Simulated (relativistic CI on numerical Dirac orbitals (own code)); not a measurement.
## Pt3+: N6,7 absorption edge

Computed with this model: Dirac-Coulomb-Breit CI, orbitals from a KLI potential per configuration, model QED, valence Slater integrals scaled by 0.8, multiplet model of core-to-valence dipole absorption; configurations [Xe] 4f14 5d7 → [Xe] 4f13 5d8; 300 K; Lorentzian 0.18 eV and Gaussian 0.3 eV FWHM. Energies are those of the free ion, without screening or charge transfer. The branching ratio is the share of the lower-energy edge in the whole absorption, uncertain by about 0.02 where the edges overlap. S is read from ⟨S²⟩ = S(S + 1).

Field parameters in Wybourne normalisation: Oh B⁴₀ = 21Dq, B⁴₄ = √(5/14) B⁴₀. The field is a parameter set, without covalency.

free ion: ground-state S = 1.37, centroid 71.32 eV. Peaks (eV, height): 70.9 (100), 73.9 (13).

Oh, 10Dq = 7000 cm⁻¹: ground-state S = 1.42, centroid 71.57 eV. Peaks (eV, height): 70.5 (66), 71.2 (100), 74.2 (21), 74.7 (10).

Oh, 10Dq = 15850 cm⁻¹: ground-state S = 1.00, centroid 71.96 eV. Peaks (eV, height): 70.6 (56), 71.5 (100), 73.9 (14), 74.8 (18).

Oh, 10Dq = 24650 cm⁻¹: ground-state S = 0.71, centroid 72.75 eV. Peaks (eV, height): 71.0 (55), 72.0 (100), 73.3 (10), 74.2 (28), 75.3 (28).

Oh, 10Dq = 33450 cm⁻¹: ground-state S = 0.60, centroid 73.53 eV, branching ratio 0.593. Peaks (eV, height): 71.6 (56), 72.6 (100), 74.8 (40), 75.8 (32).

Oh, 10Dq = 42300 cm⁻¹: ground-state S = 0.56, centroid 74.27 eV, branching ratio 0.556. Peaks (eV, height): 72.2 (56), 73.3 (100), 75.4 (58), 76.5 (51).

Strongest unbroadened transitions for Oh, 10Dq = 7000 cm⁻¹:

```csv
Energy (eV),Relative strength
70.41,100.0
70.49,5.4
70.58,32.5
70.74,8.5
70.95,33.2
71.03,60.7
71.06,4.8
71.19,95.3
71.29,33.9
71.36,12.3
71.51,7.2
71.58,97.5
71.63,14.1
72.59,4.3
73.96,9.0
74.16,10.0
74.27,20.1
74.74,7.8
```
